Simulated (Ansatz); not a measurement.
`C=C1OC[SiH2]1` → `[SiH3]C1=CCO1`  (isomerisation)

Calculated with Ansatz (gas phase, PBE0-D4/def2-TZVP geometries, no zero-point term in ΔE). CBS: MP2 limit from def2 TZ/QZ plus the TZ coupled-cluster correction, frozen cores. Functionals use def2-TZVPP. B3LYP here is the variant with VWN-RPA as its local correlation; programs differ in this.

| level | ΔE (kJ/mol) | difference from CCSD(T)/CBS |
| --- | --- | --- |
| PBE-D4 | 43.9 | 3.2 |
| r2SCAN-D4 | 45.9 | 5.2 |
| PBE0-D4 | 43.5 | 2.8 |
| B3LYP-D4 | 46.3 | 5.6 |
| ωB97X-V | 41.1 | 0.4 |
| ωB97M-V | 44.2 | 3.5 |
| B2PLYP | 42.3 | 1.6 |
| PBE | 43.0 | 2.3 |
| r2SCAN | 45.7 | 5.0 |
| PBE0 | 42.8 | 2.1 |
| B3LYP | 44.8 | 4.1 |
| HF/def2-TZVPP | 39.7 | -1.0 |
| MP2/def2-TZVPP | 36.6 | -4.1 |
| SCS-MP2/def2-TZVPP | 35.6 | -5.1 |
| CCSD/def2-TZVPP | 39.5 | -1.2 |
| CCSD(T)/def2-TZVPP | 39.2 | -1.5 |
| HF/def2-QZVPP | 40.1 | -0.6 |
| MP2/def2-QZVPP | 37.6 | -3.1 |
| SCS-MP2/def2-QZVPP | 36.7 | -4.0 |
| HF/CBS(def2) | 40.1 | -0.6 |
| MP2/CBS(def2) | 38.1 | -2.6 |
| CCSD/CBS(def2) | 41.0 | 0.3 |
| CCSD(T)/CBS | 40.7 | 0 |

Largest T1 diagnostic among the species: 0.014.

CCSD(T)/CBS has its own doubt, a few kJ/mol and more with outer-core shells, so smaller differences from it don't rank the levels.
